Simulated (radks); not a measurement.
Task: All-electron atom: the lead ion Pb4+ in [Xe] 4f14 5d10. All-electron calculation, scalar-relativistic Kohn-Sham, PBE, spin-polarised, spherical densities, finite nucleus; Fermi nuclear charge, rms radius 5.5012 fm. Program: a radial shooting solver on a logarithmic mesh with Libxc functionals. Some entries of the table are withheld. Estimate them.

| orbital | occ. | eigenvalue (hartree) | <r^2> (bohr^2) | <1/r> (bohr^-1) |
|---|---|---|---|---|
| 1s | 2 | -3238.202 | 0.0003575 | 101.3 |
| 2s | 2 | (1) | 0.005422 | (2) |
| 2p | 6 | -498.3636 | 0.004618 | 20.91 |
| 3s | 2 | -140.5125 | 0.03487 | (3) |
| 3p | 6 | (4) | 0.03612 | 7.979 |
| 3d | 10 | -92.85355 | 0.02993 | 7.488 |
| 4s | 2 | -32.99032 | 0.1666 | 3.798 |
| 4p | 6 | -25.26336 | 0.1909 | 3.414 |
| 4d | 10 | -16.30153 | 0.2143 | 3.070 |
| 5s | 2 | -6.81065 | 0.8156 | 1.597 |
| 4f | 14 | (5) | 0.2465 | 2.676 |
| 5p | 6 | -4.66946 | 1.070 | 1.368 |
| 5d | 10 | -2.26635 | 1.821 | 1.035 |

Result: 
(1) 2s eigenvalue (hartree): -580.4940
(2) 2s <1/r> (bohr^-1): 23.79
(3) 3s <1/r> (bohr^-1): 8.818
(4) 3p eigenvalue (hartree): -116.9478
(5) 4f eigenvalue (hartree): -6.40772
